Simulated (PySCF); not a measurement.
Molfile (atoms numbered from 1):
```
C5H6F2
     RDKit          3D

 13 13  0  0  0  0  0  0  0  0999 V2000
    2.0592    0.5044    1.9887 F   0  0  0  0  0  0  0  0  0  0  0  0
    1.7738   -0.1722    0.8752 C   0  0  0  0  0  0  0  0  0  0  0  0
    0.6515    0.0326    0.2004 C   0  0  0  0  0  0  0  0  0  0  0  0
   -0.5803    0.8580    0.4703 C   0  0  0  0  0  0  0  0  0  0  0  0
   -1.3299   -0.1487   -0.4191 C   0  0  0  0  0  0  0  0  0  0  0  0
   -2.2113    0.3711   -1.3201 F   0  0  0  0  0  0  0  0  0  0  0  0
    0.0120   -0.6438   -0.9864 C   0  0  0  0  0  0  0  0  0  0  0  0
    2.5477   -0.8942    0.5989 H   0  0  0  0  0  0  0  0  0  0  0  0
   -0.5395    1.8404   -0.0298 H   0  0  0  0  0  0  0  0  0  0  0  0
   -0.9063    0.9928    1.5115 H   0  0  0  0  0  0  0  0  0  0  0  0
   -1.8471   -0.9230    0.1709 H   0  0  0  0  0  0  0  0  0  0  0  0
    0.2261   -0.1089   -1.9275 H   0  0  0  0  0  0  0  0  0  0  0  0
    0.1583   -1.7230   -1.1387 H   0  0  0  0  0  0  0  0  0  0  0  0
  1  2  1  0
  2  3  2  3
  3  4  1  0
  4  5  1  0
  5  6  1  0
  5  7  1  0
  7  3  1  0
  2  8  1  0
  4  9  1  0
  4 10  1  0
  5 11  1  0
  7 12  1  0
  7 13  1  0
M  END
```

Geometry: PBE0-D3(BJ)/def2-SVP; GIAO absolute shieldings from PySCF 2.14.0 with density-fitted response routines, gas phase, non-relativistic, averaged over equivalent atoms.

At PBE0/6-31G (75 basis functions, 6.4 s wall time on 1 thread of an Arm Neoverse V1, shared host):
```tsv
atoms	σ (ppm)
F1	311.5
F6	368.9
C2	57.5
C3	89.3
C5	120.4
C4	161.8
C7	162.2
H8	25.85
H11	27.70
H10	29.39
H12	29.55
H9	29.57
H13	29.73
```

What do these become at wB97X-D/pcSseg-1?

Answers


```
atoms  σ at wB97X-D/pcSseg-1  change
   F1                  313.4    +1.9
   F6                  365.3    -3.6
   C2                   30.6   -26.9
   C3                   69.8   -19.5
   C5                  102.0   -18.4
   C4                  146.6   -15.2
   C7                  147.1   -15.1
   H8                  24.64   -1.21
  H11                  26.75   -0.95
  H10                  28.35   -1.04
  H12                  28.61   -0.94
   H9                  28.66   -0.91
  H13                  28.63   -1.10
```

The largest change is at C2 (alkene CH). Cost: 149 basis functions, 16 s wall time on 1 thread of an Arm Neoverse V1, shared host. The order of the carbon signals is the same at both levels.
